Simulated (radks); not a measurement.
Values are calculated unless marked as measured or tabulated.
Ionisation ladder of xenon, from Xe44+ to Xe50+. Each ion is in the ground configuration listed by NIST, and IE = E(next ion) - E(this ion). Level of theory: non-relativistic Kohn-Sham, TPSS, spin-polarised, spherical densities, point nucleus; open shells are filled with parallel spins first (spin-orbit coupling, left out, can overturn this in heavy ions); meta-GGA in the generalised Kohn-Sham scheme; relativity is left out, which matters for an element this heavy (a radial shooting solver on a logarithmic mesh with Libxc functionals).

species,configuration,E (hartree),"IE, Delta-SCF (eV)",-e(HOMO) (eV),HOMO,<r> HOMO (bohr),"IE, NIST (eV)",kind,error (eV)
Xe44+,[Ne],-5374.23078,7633.7,7523.5,2p,0.101,7660,theory,-26.3
Xe45+,[He] 2s2 2p5,-5093.69672,7853.0,7743.7,2p down,0.1000,7889,theory,-36.0
Xe46+,[He] 2s2 2p4,-4805.10388,8067.1,7961.6,2p down,0.0993,8144,theory,-76.9
Xe47+,[He] 2s2 2p3,-4508.64468,8366.5,8252.0,2p up,0.0982,8382,theory,-15.5
Xe48+,[He] 2s2 2p2,-4201.18092,8594.3,8480.8,2p up,0.0975,8971,theory,-376.7
Xe49+,[He] 2s2 2p1,-3885.34539,8816.6,8707.1,2p up,0.0968,9243,theory,-426.4
Xe50+,[He] 2s2,-3561.34214,9130.3,9051.9,2s,0.114,9581,theory,-450.7

Reference values: NIST Atomic Spectra Database (exp. = measured, semi-emp. = semi-empirical, theory = theoretical value adopted there). The ionisation energy per charge of the ion left behind rises most, in proportion, at Xe47+ ([He] 2s2 2p3), from 171.64 to 174.30 eV. Relativity is left out here, which matters for elements this heavy. Open shells are spherical and high-spin; term and fine-structure splittings are not resolved.
